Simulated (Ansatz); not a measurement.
CH₄ClOSi, SMILES `C[Si](O)Cl` radical, charge 0, multiplicity 2.

Give a relaxed structure at PBE0-D4/def2-TZVP (the Gaussian-basis code of Ansatz). (Best estimate.)

The calculation gave: 
Z-matrix (Å, degrees):
```
C
Si 1 1.861
H 1 1.091 2 110.6
H 1 1.094 2 109.2 3 120.0
H 1 1.092 2 110.0 3 -120.5
O 2 1.645 1 106.5 3 -178.3
Cl 2 2.077 1 109.5 3 -59.8
H 6 0.959 2 117.7 1 170.6
```
